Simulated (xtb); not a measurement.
Cd(Me)(SH) (CH4CdS), SMILES [Cd]([CH3])[SH]. All values are semi-empirical tight-binding results from xtb (GFN2-xTB unless named), good for trends rather than for accurate numbers. Geometry optimised at GFN2-xTB. Other conformers were not sampled.

Optimised geometry:

Bonded distances (Å): Cd1–C2 2.178, Cd1–S6 2.444, C2–H3 1.086, C2–H4 1.087, C2–H5 1.092, S6–H7 1.325. Angles (°): C2–Cd1–S6 133.0, Cd1–C2–H3 113.1, Cd1–C2–H4 111.2, Cd1–C2–H5 103.9, H3–C2–H4 109.3, H3–C2–H5 109.7, H4–C2–H5 109.6, Cd1–S6–H7 99.2.

A frequency run showed that this geometry is not a minimum.

For metal compounds this method's bond lengths and energies can be far off.

Computed properties:
| Quantity | Result |
|---|---|
| orbital gap | 3.08 eV |

**Question.** Give the atomic charges and the Wiberg bond orders between heavy atoms. (The exact figures need the calculation; the answer reports its results.)

**Answer.** charges (e) Cd1 0.34, C2 -0.21, H3 0.06, H4 0.06, H5 0.06, S6 -0.48, H7 0.17. Bond orders Cd1–C2 0.79, Cd1–S6 0.76, C2–S6 0.32.
